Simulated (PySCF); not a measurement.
C3H6F2Si, SMILES C/C=C(\F)[SiH2]F.

Coordinates come from a B3LYP-D3(BJ)/def2-SVP optimisation. The structure was generated by enumeration; whether it is a known compound was not checked. One conformer was computed; it need not be the lowest.

These are PBE/def2-TZVP in PySCF values and carry that method's errors.

Isolated molecule, no solvent.

Question: Estimate the frontier levels, gap, dipole moment and polarisability. (Estimate from the structure and the level; the computed values follow.)

Answer: 
```
Item                                                                                                            Value
---------------------------------------------------------------------------------------------  ----------------------
highest occupied level                                                                                       -6.29 eV
lowest empty level                                                                                           -1.25 eV
orbital gap                                                                                                   5.04 eV
dipole moment                                                                                                  0.92 D
quadrupole, principal values (traceless, Buckingham form, about the centre of nuclear charge)  -6.94, -0.40, 7.33 D·Å
mean static polarisability                                                                       65.0 bohr³ (9.63 Å³)
polarisability, principal values                                                               50.2, 56.5, 88.4 bohr³
```
